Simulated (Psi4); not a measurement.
C3H11AlN (SMILES C[N](C)(C)->[AlH2+]), charge +1, singlet, at a GFN2-xTB geometry (such geometries of metal compounds can be far from the true shape). Base run: MP2/def2-SV(P) run with Psi4.

Input for Psi4:
```
memory 2 GB

molecule {
1 1
Al    0.19698989    0.77097361    1.41029709
H    -1.07762603    1.22572635    2.10977938
H     1.65481203    0.92649085    1.82300765
C    -1.49225602   -0.33717125   -0.53865374
N    -0.05144453   -0.16804163   -0.30814978
C     0.63189440   -1.46775421   -0.22387477
C     0.56264674    0.63497813   -1.37684371
H    -1.68799173   -0.84740274   -1.48437584
H    -1.97926488    0.64351859   -0.55438176
H    -1.92971718   -0.91948847    0.27855421
H     1.68133416   -1.31036957    0.04859022
H     0.58982016   -2.00084875   -1.17657030
H     0.16283088   -2.08331492    0.54732063
H     0.50731339    0.12154062   -2.33967735
H     0.04997603    1.59616122   -1.45849561
H     1.61404556    0.82130506   -1.13433165
}

set {
  basis def2-sv(p)
}

energy('mp2')
print_variables()
```

Variants of this job, named by their change:

```
change                          ΔE vs base (kcal/mol)  MP2 correlation (Eh)  basis functions  core-seconds (rough)
------------------------------  ---------------------  --------------------  ---------------  --------------------
base                                            0.000              -0.60976               96                     8
method = cepa(1)                               -43.33              -0.61017               96                    60
method = scs-mp2                               -0.153              -0.61017               96                    20
method = cisd                                       ?              -0.61017               96                    50
cc_type = df                                    0.000              -0.60976               96                     7
method = qcisd(t)                              -51.72              -0.61017               96                   200
scf_type = pk; mp2_type = conv                 -0.298              -0.61017               96                    10
method = ccsd                                       ?              -0.61017               96                   200
method = lccd                                       ?              -0.61017               96                    60
freeze_core = on                                12.05              -0.59056               96                     6
```

Some entries are withheld; supply them.


- method = cisd, ΔE vs base (kcal/mol): 27.60
- method = ccsd, ΔE vs base (kcal/mol): -40.25
- method = lccd, ΔE vs base (kcal/mol): -46.72
